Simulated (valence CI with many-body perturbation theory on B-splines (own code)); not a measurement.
Ge²⁷⁺: electric-dipole lines

Level of theory: configuration interaction combined with many-body perturbation theory (CI+MBPT): three valence electrons over a frozen Dirac-Fock core [He], a basis of 11 s, 11 p, 10 d, 8 f, 5 g, 2 h functions for each j, with the one-electron correlation potential Σ1 (screened to all orders), the two-electron term Σ2, the three-electron term Σ3, Breit, model QED; selected single and double excitations, second order for the rest, scaled by the run's own slope (own B-spline code, finite nucleus).

The last digits are not significant, and no measured levels were compared; by estimate large intervals hold to a few tenths of a per cent, small ones and those within an open d or f shell to about a per cent.

Lines 201 to 250 of 581 in falling wavelength, among levels below 19066 × 10³ cm⁻¹, chosen from the strongest by gf and those to the six lowest levels. Wavelengths and rates use the calculated energies. Electric multipoles are in the length gauge, E1 and E2 with the static RPA response of the core. Weak lines are less certain than strong ones. Lines between different terms over intervals too small for the method are left out, as are lines whose strength nearly cancels. Where a level lies close to another of its J and parity, the split of strength between their lines is uncertain. The highest levels of a list are the least certain.

Levels are named by their leading jj configuration (3d3/2^4 stands for four electrons in 3d with j = 3/2), which in mixed levels can hold well under half, so a name can repeat and another be missing. Letters in brackets count levels of one name in rising energy.

```
λ vac (nm)                       Upper                       Lower   A (s⁻¹)  S (a.u.)
     2.340  (2s 2p1/2 4f5/2) J=5/2 [a]  (2s 2p1/2 3d5/2) J=5/2 [a]  2.45e+11  9.31e-03
     2.339             (2s^2 4s) J=1/2          (2s^2 3p3/2) J=3/2  1.09e+12  1.38e-02
     2.338  (2s 2p3/2 4f5/2) J=7/2 [a]  (2s 2p3/2 3d5/2) J=5/2 [a]  1.78e+11  8.98e-03
     2.337  (2s 2p1/2 4f7/2) J=7/2 [a]  (2s 2p1/2 3d5/2) J=5/2 [a]  3.87e+12  1.95e-01
     2.337  (2s 2p3/2 4f7/2) J=7/2 [b]  (2s 2p3/2 3d5/2) J=5/2 [b]  6.50e+12  3.27e-01
     2.335     (2s 2p3/2 4s) J=3/2 [b]  (2s 2p3/2 3p3/2) J=5/2 [b]  7.64e+11  1.92e-02
     2.334  (2s 2p3/2 4f5/2) J=7/2 [b]  (2s 2p3/2 3d5/2) J=5/2 [b]  1.14e+12  5.73e-02
     2.334  (2s 2p3/2 4f7/2) J=7/2 [a]  (2s 2p3/2 3d5/2) J=5/2 [a]  6.55e+12  3.29e-01
     2.334  (2s 2p3/2 4f5/2) J=3/2 [b]  (2s 2p3/2 3d3/2) J=1/2 [b]  5.87e+12  1.47e-01
     2.331  (2s 2p3/2 4f7/2) J=5/2 [a]  (2s 2p3/2 3d5/2) J=5/2 [a]  2.37e+12  8.89e-02
     2.328  (2s 2p3/2 4f7/2) J=5/2 [b]  (2s 2p3/2 3d5/2) J=5/2 [b]  1.17e+12  4.35e-02
     2.326         (2s 2p3/2 4s) J=5/2      (2s 2p3/2 3p3/2) J=7/2  4.55e+11  1.69e-02
     2.323          (2s^2 4f5/2) J=5/2          (2s^2 3d5/2) J=5/2  5.82e+11  2.16e-02
     2.323  (2s 2p3/2 4f5/2) J=5/2 [b]  (2s 2p3/2 3d3/2) J=3/2 [b]  6.65e+12  2.47e-01
     2.322      (2s 2p1/2 4f5/2) J=3/2      (2s 2p1/2 3d3/2) J=1/2  5.96e+12  1.47e-01
     2.320          (2s^2 4f7/2) J=7/2          (2s^2 3d5/2) J=5/2  8.73e+12  4.31e-01
     2.319      (2s 2p1/2 4f5/2) J=3/2  (2s 2p1/2 3d3/2) J=3/2 [b]  2.09e+12  5.15e-02
     2.318  (2s 2p1/2 4f5/2) J=5/2 [b]  (2s 2p1/2 3d3/2) J=3/2 [b]  6.06e+12  2.23e-01
     2.317  (2s 2p3/2 4f5/2) J=5/2 [b]  (2s 2p3/2 3d3/2) J=5/2 [b]  1.23e+12  4.53e-02
     2.317  (2s 2p3/2 4f5/2) J=5/2 [a]  (2s 2p3/2 3d3/2) J=3/2 [a]  3.77e+12  1.39e-01
     2.317  (2s 2p3/2 4f5/2) J=3/2 [a]  (2s 2p3/2 3d3/2) J=1/2 [a]  2.55e+12  6.27e-02
     2.316  (2s 2p3/2 4f7/2) J=7/2 [b]  (2s 2p3/2 3d5/2) J=7/2 [c]  1.08e+12  5.29e-02
     2.315      (2s 2p1/2 4f5/2) J=7/2      (2s 2p1/2 3d5/2) J=7/2  6.36e+11  3.12e-02
     2.315  (2s 2p3/2 4f7/2) J=7/2 [b]  (2s 2p3/2 3d3/2) J=5/2 [b]  8.27e+11  4.05e-02
     2.314      (2s 2p3/2 4f5/2) J=1/2  (2s 2p3/2 3d3/2) J=1/2 [a]  6.79e+12  8.31e-02
     2.314  (2s 2p3/2 4f5/2) J=3/2 [a]  (2s 2p3/2 3d3/2) J=3/2 [a]  4.70e+12  1.15e-01
     2.313  (2s 2p3/2 4f5/2) J=3/2 [b]  (2s 2p3/2 3d3/2) J=3/2 [b]  1.37e+12  3.34e-02
     2.313      (2s 2p1/2 4f7/2) J=9/2      (2s 2p1/2 3d5/2) J=7/2  8.27e+12  5.05e-01
     2.313  (2s 2p1/2 4f5/2) J=5/2 [a]      (2s 2p1/2 3d3/2) J=5/2  2.67e+11  9.79e-03
     2.312  (2s 2p3/2 4f5/2) J=7/2 [b]  (2s 2p3/2 3d3/2) J=5/2 [b]  6.75e+12  3.29e-01
     2.312  (2s 2p3/2 4f5/2) J=7/2 [a]  (2s 2p3/2 3d3/2) J=5/2 [a]  5.71e+12  2.78e-01
     2.312      (2s 2p3/2 4f5/2) J=1/2  (2s 2p3/2 3d3/2) J=3/2 [a]  1.90e+12  2.31e-02
     2.311  (2s 2p3/2 4f7/2) J=5/2 [a]  (2s 2p3/2 3d3/2) J=3/2 [a]  4.32e+11  1.58e-02
     2.311  (2s 2p3/2 4f7/2) J=9/2 [b]  (2s 2p3/2 3d5/2) J=7/2 [c]  8.31e+12  5.06e-01
     2.310  (2s 2p3/2 4f5/2) J=5/2 [a]  (2s 2p3/2 3d3/2) J=5/2 [a]  3.53e+12  1.29e-01
     2.310  (2s 2p1/2 4f7/2) J=7/2 [a]      (2s 2p1/2 3d3/2) J=5/2  3.99e+12  1.94e-01
     2.309          (2s^2 4f5/2) J=5/2          (2s^2 3d3/2) J=3/2  8.19e+12  2.99e-01
     2.309  (2s 2p1/2 4f7/2) J=7/2 [b]      (2s 2p1/2 3d5/2) J=7/2  5.56e+11  2.70e-02
     2.309  (2s 2p3/2 4f5/2) J=7/2 [a]  (2s 2p3/2 3d5/2) J=7/2 [a]  2.29e+12  1.11e-01
     2.308      (2s 2p1/2 4f5/2) J=7/2  (2s 2p1/2 3d5/2) J=5/2 [a]  2.64e+12  1.28e-01
     2.308  (2s 2p3/2 4f7/2) J=9/2 [a]  (2s 2p3/2 3d5/2) J=7/2 [a]  6.90e+12  4.18e-01
     2.307  (2s 2p3/2 4f5/2) J=3/2 [a]  (2s 2p3/2 3d3/2) J=5/2 [a]  8.79e+11  2.13e-02
     2.307  (2s 2p3/2 4f5/2) J=5/2 [a]  (2s 2p3/2 3d5/2) J=7/2 [a]  3.93e+11  1.43e-02
     2.307  (2s 2p1/2 4f5/2) J=5/2 [b]  (2s 2p1/2 3d5/2) J=5/2 [a]  1.09e+12  3.95e-02
     2.305  (2s 2p3/2 4f7/2) J=7/2 [a]  (2s 2p3/2 3d5/2) J=7/2 [a]  6.41e+11  3.10e-02
     2.304  (2s 2p3/2 4f7/2) J=5/2 [b]       (2p1/2^2 3p3/2) J=3/2  3.49e+11  1.27e-02
     2.302  (2s 2p1/2 4f7/2) J=7/2 [b]  (2s 2p1/2 3d5/2) J=5/2 [a]  1.49e+12  7.18e-02
     2.293  (2s 2p3/2 4f7/2) J=9/2 [a]      (2s 2p3/2 3d5/2) J=9/2  1.68e+12  9.97e-02
     2.292  (2s 2p1/2 4f5/2) J=5/2 [a]  (2s 2p1/2 3d3/2) J=3/2 [a]  6.81e+12  2.43e-01
     2.290     (2s 2p3/2 4f7/2) J=11/2      (2s 2p3/2 3d5/2) J=9/2  8.82e+12  6.27e-01
```
